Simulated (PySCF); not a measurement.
A side-by-side comparison of computed properties.

First species: C₅H₁₄Si₂.
Z-matrix (Å and degrees, GFN2-xTB geometry), rows numbered from 1:
```
C 
C   1  1.5305
C   2  1.5306  1  110.29
C   2  1.4996  1  109.93  3   121.31
C   4  1.3261  2  125.41  1   119.93
Si  5  1.8791  4  125.41  2  -178.90
Si  6  2.3115  5  110.41  4   112.21
H   1  1.0882  2  110.28  3   -59.95
H   1  1.0880  2  110.39  3    59.87
H   1  1.0882  2  110.57  3  -179.97
H   2  1.0960  1  108.83  3  -119.32
H   3  1.0880  2  110.37  1   -60.13
H   3  1.0882  2  110.35  1    59.74
H   3  1.0880  2  110.49  1   179.66
H   4  1.0831  2  114.80  1   -60.18
H   5  1.0854  4  117.65  2    -0.17
H   6  1.4701  5  107.92  4   -11.95
H   6  1.4725  5  106.92  4  -125.75
H   7  1.4659  6  112.54  5   176.87
H   7  1.4667  6  112.28  5    57.31
H   7  1.4665  6  112.95  5   -62.62
```

Second species: C5H14Si2.
SMILES with atom numbers: `[CH2:1]=[CH:2][SiH2:3][C@@H:4]([CH3:5])[SiH2:6][CH3:7]` (hydrogens: H8, H9 on C1; H10 on C2; H11, H12 on Si3; H13 on C4; H14, H15, H16 on C5; H17, H18 on Si6; H19, H20, H21 on C7)

Levels: PBE0/pcSseg-1 for dipole moment, HOMO energy, LUMO energy and HOMO–LUMO gap; GFN2-xTB for rotational constant A and rotational constant C. Geometries: GFN2-xTB. All species are isolated and taken at one optimised geometry, non-relativistic unless stated; the electronic structure was computed with PySCF and density fitting.

Dipoles, sizes and rotational constants follow the conformer. The torsions of the flexible species, by atom-mapped SMILES:
- `[CH3:1][CH:2]([CH3:3])/[CH:4]=[CH:5]/[SiH2:6][SiH3:7]`: C1–C2–C4–C5 120°, C4–C5–Si6–Si7 112°
- `[CH2:1]=[CH:2][SiH2:3][C@@H:4]([CH3:5])[SiH2:6][CH3:7]`: C1–C2–Si3–C4 -171°, C2–Si3–C4–C5 171°, Si3–C4–Si6–C7 -65°

```csv
property,column X,column Y
dipole moment,0.12 D,1.27 D
HOMO energy,-7.83 eV,-7.39 eV
LUMO energy,-0.41 eV,-0.27 eV
HOMO–LUMO gap,7.42 eV,7.12 eV
rotational constant A,2.424 GHz,3.815 GHz
rotational constant C,0.820 GHz,0.546 GHz
```

Q: Which column belongs to which species?

A: Column X is the second species and column Y the first. The first has 21 atoms and 72 electrons, the second 21 and 72.

Q: How does each property change from the first species to the second?

A: dipole moment -1.15 D; HOMO energy -0.44 eV; LUMO energy -0.14 eV; HOMO–LUMO gap +0.30 eV; rotational constant A -1.391 GHz; rotational constant C +0.274 GHz.

On the first: In atomic units the dipole is 0.50 e·bohr (1 au = 2.5417 D).

On the second: In atomic units the dipole is 0.05 e·bohr (1 au = 2.5417 D). A dipole of 0.12 D is allowed in C1, and pure rotational transitions are dipole-allowed. GFN2-xTB frequencies show an imaginary mode (32i cm⁻¹), so this geometry is no minimum at that level.
